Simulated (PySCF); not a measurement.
SMILES C=[SiH2] (B3LYP/def2-SVP optimised geometry):

```
6

C     -0.656    -0.899     0.000
Si     0.267     0.541     0.000
H     -1.750    -0.889     0.000
H     -0.191    -1.889     0.000
H      1.750     0.541     0.000
H     -0.351     1.889     0.000
```

Calculation: PySCF with B3LYP/def2-TZVP.

Q: What are the frontier orbital energies and the dipole moment?

A: HOMO-2 -9.88 eV, HOMO-1 -9.80 eV, HOMO -6.38 eV, LUMO -1.44 eV, LUMO+1 0.60 eV; dipole moment 0.75 D.

On the same geometry PBE/def2-TZVP run with PySCF gives HOMO-2 -8.70 eV, HOMO-1 -8.61 eV, HOMO -5.65 eV, LUMO -2.10 eV, LUMO+1 0.00 eV; dipole moment 0.61 D.

Meta-Löwdin charges at B3LYP/def2-TZVP: C1 -0.59, Si2 0.46, H3 0.14, H4 0.14, H5 -0.08, H6 -0.08.
